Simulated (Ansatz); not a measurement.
Reaction (β-hydride elimination): `C[N](C)[SbH2]` → `[SbH3]` + `C=NC`

Computed with Ansatz on PBE0-D4/def2-TZVP structures; ΔE is electronic, products minus reactants. CCSD(T)/CBS adds triple-zeta CCSD(T) − MP2 to the extrapolated MP2 energy (def2 sets, frozen cores). DFT in def2-TZVPP. Elements past krypton have def2 core potentials. For Sb outer-core shells are correlated without core-valence functions, which leaves a few kJ/mol of doubt a bond.

| level | ΔE (eV) |
| --- | --- |
| r2SCAN0-D4 | 0.88 |
| ωB97M-V | 0.78 |
| PBE0 | 0.77 |
| CCSD(T)/def2-TZVPP | 0.75 |

What does CCSD(T)/CBS give? (An estimate is asked.)

Computed: +0.87 eV. The listed levels differ from it by 0.01, -0.09, -0.10, -0.12 eV.

Largest T1 diagnostic among the species: 0.014.

From BLYP to BHLYP (50 % exact exchange), in def2-TZVPP and without D4, ΔE moves by +0.26 eV. At CCSD(T), def2-SVP lies −0.30 eV from the extrapolated value and def2-TZVPP −0.12 eV.
